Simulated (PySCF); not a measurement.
**Interval between two levels of Tc⁺ by level of theory**

Tc⁺ [Kr] 4d5 5s1 [7S3, M_J = 3] → Tc⁺ [Kr] 4d5 5p1 [7P4, M_J = 4], as a difference of total energies. Calculation: PySCF 2.14, in x2c-TZVPall-2c; the two-component X2C-1e Hamiltonian. Correlated levels: [Ar] 3d10 frozen; the 6 highest virtual spinors dropped. "Screened" scales the spin-orbit matrix elements by Boettger's factors to mimic the two-electron term; Breit and QED terms are absent.

```json
{"method": "GHF (spin-free)", "interval between two levels (cm⁻¹)": "36633"}
{"method": "GMP2 (spin-free)", "interval between two levels (cm⁻¹)": "39307"}
{"method": "GHF (screened spin-orbit)", "interval between two levels (cm⁻¹)": "37177"}
{"method": "GMP2 (screened spin-orbit)", "interval between two levels (cm⁻¹)": "39912"}
```

The labels give the starting determinants; with spin-orbit coupling the two ends relaxed to ⟨J²⟩ = 12.00, ⟨L²⟩ = 0.02, ⟨S²⟩ = 11.99 and ⟨J²⟩ = 20.01, ⟨L²⟩ = 2.03, ⟨S²⟩ = 11.98.
